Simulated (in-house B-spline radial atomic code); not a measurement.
Two electrons outside the [He] 2s2 2p6 core: Ar6+

Computed with a B-spline radial code for spherical atoms: configuration interaction (CI) of the two valence electrons in the field of the frozen Dirac-Fock core, alone and with many-body perturbation theory for the core (screened one- and two-electron correlation potentials), Breit and QED terms; no-pair Dirac Hamiltonian, finite nucleus. Labels give the configuration (outer n counted up each series) and the leading LS term, or the jj pair where no LS term holds 70 %.

Command:
```bash
python run_mb.py task.json out
```
Settings (nuclear radius in fm, box in bohr, cutoff in hartree):
```
basis_form          3
Z                   18
core_configuration  [He] 2s2 2p6
rms_radius          3.4274
mass_number         40
speed_of_light      137.036
box_radius          11.25
lmax                6
intervals           63
virtual_cutoff      648.0
```

Time taken, with all properties: 58 s on 1 thread of Intel(R) Xeon(R) Platinum 8375C CPU @ 2.90GHz (shared host).

Excitation energies (eV):

```csv
level,purity of the LS term,CI alone,CI + MBPT + Breit + QED,Landé g of the LS mixture
3s2 1S0,1.0,0,0,-
3s3p 3P°0,1.0,13.904,14.015,-
3s3p 3P°1,1.0,14.007,14.114,1.50
3s3p 3P°2,1.0,?,?,?
3s3p 1P°1,1.0,21.377,21.182,1.00
3p2 1D2,0.982,32.709,32.817,1.01
3p2 3P0,0.998,33.52,33.452,-
3p2 3P1,1.0,33.639,33.569,1.50
3p2 3P2,0.982,33.864,33.79,1.49
3p2 1S0,0.998,39.462,39.292,-
3s3d 3D1,1.0,40.247,40.159,0.50
3s3d 3D2,1.0,40.253,40.164,1.17
3s3d 3D3,1.0,40.263,40.172,1.33
3s3d 1D2,1.0,46.205,45.924,1.00
3p3d 3F°2,0.983,54.925,54.998,0.67
3p3d 3F°3,0.999,55.052,55.121,1.08
3p3d 3F°4,1.0,55.21,55.273,1.25
3p3d 1D°2,0.981,55.836,55.801,1.00
3p3d 3P°2,0.916,58.647,58.53,1.47
3p3d 3P°1,0.884,58.741,58.622,1.39
3p3d 3P°0,1.0,58.815,58.703,-
3p3d 3D°1,0.884,?,?,?
3p3d 3D°2,0.917,59.132,58.941,1.19
3p3d 3D°3,0.999,59.162,58.963,1.33
3p3d 1F°3,0.999,63.151,62.951,1.00
3s4s 3S1,1.0,63.464,63.745,2.00
3p3d 1P°1,0.999,64.209,64.051,1.00
3s4s 1S0,1.0,64.871,65.153,-
3s4p 3P°0,1.0,70.081,70.366,-
3s4p 3P°1,0.965,70.109,70.391,1.48
```

(1) Where does 3s3p 3P°2 lie?

(2) Where does 3p3d 3D°1 lie?

(3) What is the first ionisation energy?

Some electric-dipole lines (reduced elements in atomic units, length form; vacuum wavelengths from the computed energies):

```tsv
upper	lower	D bare (size)	D with core polarisation (size)	λ (nm)	A (s⁻¹)
3s3p 3P°1	3s2 1S0	0.029	0.0283	87.843	8e+05
3s3p 1P°1	3s2 1S0	1.55	1.51	58.532	7.7e+09
3p2 1D2	3s3p 3P°1	0.166	0.162	66.293	3.6e+07
3p2 3P0	3s3p 3P°1	0.938	0.916	64.114	6.5e+09
3p2 3P1	3s3p 3P°0	0.94	0.917	63.407	2.2e+09
3p2 3P1	3s3p 3P°1	0.814	0.794	63.731	1.6e+09
3p2 3P2	3s3p 3P°1	1.04	1.01	63.013	1.7e+09
3p2 1S0	3s3p 3P°1	0.0245	0.0239	49.244	9.7e+06
3s3d 3D1	3s3p 3P°0	0.952	0.934	47.423	5.5e+09
3s3d 3D1	3s3p 3P°1	0.825	0.809	47.604	4.1e+09
```

Weak lines are less accurate than strong ones.

## Answers

(1) 14.221 eV in CI alone and 14.323 eV with all corrections; g = 1.50.

(2) 59.083 eV in CI alone and 58.895 eV with all corrections; g = 0.61.

(3) 124.31 eV to the 3s1/2 state of the next ion (123.93 eV from CI alone). NIST lists 124.41 ± 0.06 eV (semi-empirical).
